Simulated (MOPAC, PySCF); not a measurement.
HCl₃OSn, SMILES `[OH][Sn]([Cl])([Cl])[Cl]`, neutral singlet in the gas phase. 

Z-matrix (Å, degrees):
```
Sn
O 1 1.9392
H 2 0.9661 1 112.25
Cl 1 2.2878 2 105.97 3 169.50
Cl 1 2.3026 2 111.00 3 -70.90
Cl 1 2.3045 2 110.37 3 49.18
```
Charge 0, multiplicity 1.

All levels are single points at this geometry (r2SCAN-D4/def2-TZVP); Pople sets use spherical d functions. Orbital energies aren't observables, and empty levels follow the basis.

HF/6-31G* (LANL2DZ on Sn) in PySCF gives dipole (D) = 1.81.

### Question
Estimate the dipole (D) from each of these levels: PBE-D3(BJ)/def2-TZVP in PySCF; r2SCAN-D4/def2-TZVP in PySCF; B3LYP/6-311+G** (LANL2DZ on Sn) in PySCF; B3LYP/6-31G* (LANL2DZ on Sn) in PySCF; B3LYP/LANL2DZ in PySCF; BP86/6-31G* (LANL2DZ on Sn) in PySCF; M06-2X/6-31G* (LANL2DZ on Sn) in PySCF; SVWN5/6-31G* (LANL2DZ on Sn) in PySCF; AM1 in MOPAC; PM3 in MOPAC; PM6 in MOPAC; PM7 in MOPAC.

### Answer

```
level                                     dipole (D)
----------------------------------------  ----------
PBE-D3(BJ)/def2-TZVP in PySCF                   1.40
r2SCAN-D4/def2-TZVP in PySCF                    1.44
B3LYP/6-311+G** (LANL2DZ on Sn) in PySCF        1.53
B3LYP/6-31G* (LANL2DZ on Sn) in PySCF           1.73
B3LYP/LANL2DZ in PySCF                          2.02
BP86/6-31G* (LANL2DZ on Sn) in PySCF            1.74
M06-2X/6-31G* (LANL2DZ on Sn) in PySCF          1.80
SVWN5/6-31G* (LANL2DZ on Sn) in PySCF           1.78
AM1 in MOPAC                                    1.74
PM3 in MOPAC                                    1.92
PM6 in MOPAC                                    1.67
PM7 in MOPAC                                    1.81
```
